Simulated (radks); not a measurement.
Results of a calculation; reference values are marked as such.
Coherent X-ray form factor from a spherical all-electron density. Code: a radial shooting solver on a logarithmic mesh with Libxc functionals. Model: scalar-relativistic Kohn-Sham, BLYP, spin-polarised, spherical densities, finite nucleus; Fermi nuclear charge, rms radius of each element as measured or else 0.836 A^(1/3) + 0.57 fm.

| sin(theta)/lambda (1/angstrom) | f0 (electrons) |
|---|---|
| 0.05 | 3.714 |
| 0.1 | 3.086 |
| 0.15 | 2.487 |
| 0.2 | 2.078 |
| 0.25 | 1.836 |
| 0.3 | 1.692 |
| 0.4 | 1.513 |
| 0.5 | 1.354 |
| 0.6 | 1.188 |
| 0.8 | 0.871 |
| 1 | 0.620 |
| 1.25 | 0.403 |
| 1.5 | 0.265 |
| 2 | 0.122 |

The species is in the configuration that NIST lists as its ground one. Which atom or ion scatters so?

Answer. Neutral beryllium, [He] 2s2. Extrapolating in s^2 from the first two rows gives f0(0) = 3.9, near the electron count 4; among species with that count, the fall with angle is slower the higher Z, and the table is that of Z = 4; from so few rows the species is fixed only to a neighbour or two.
